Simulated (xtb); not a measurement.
C4H5NS, SMILES c1(ncsc1)C. All values are semi-empirical tight-binding results from xtb (GFN2-xTB unless named), good for trends rather than for accurate numbers. The structure is a stationary point at GFN2-xTB.

Optimised geometry:

```xyz
11

C     -2.4270    -0.2281     0.0200
C     -0.9421    -0.1207     0.0033
C     -0.2145     1.0223     0.1425
S      1.4722     0.6904     0.0624
C      1.0646    -0.9838    -0.1550
N     -0.1878    -1.2412    -0.1638
H     -2.8792     0.7505     0.1537
H     -2.7751    -0.6632    -0.9149
H     -2.7396    -0.8847     0.8299
H     -0.5639     2.0245     0.2849
H      1.8312    -1.7233    -0.2708
```
Charge 0, spin multiplicity 1.

```json
{
 "point_group_as_xtb_finds_it": "Cs",
 "orbital_gap": "3.71 eV",
 "zero_point_energy": "50.7 kcal/mol",
 "G − E(el) at 298.15 K (modified RRHO)": "32.0 kcal/mol",
 "static polarisability (D4 model)": "71.9 bohr³",
 "solvation energy, GFN2-xTB/ALPB(water)": "-1.2 kcal/mol",
 "solvation energy, GFN2-xTB/ALPB(ch2cl2)": "-5.8 kcal/mol"
}
```

Q: Give the atomic charges and the Wiberg bond orders between heavy atoms. (Estimate from the structure and the level; the computed values follow.)

A: charges (e) C1 -0.11, C2 0.08, C3 -0.04, S4 -0.04, C5 0.08, N6 -0.23, H7 0.04, H8 0.06, H9 0.06, H10 0.04, H11 0.05. Bond orders C1–C2 1.02, C2–C3 1.60, C3–S4 1.19, S4–C5 1.17, C2–N6 1.23, C5–N6 1.67.
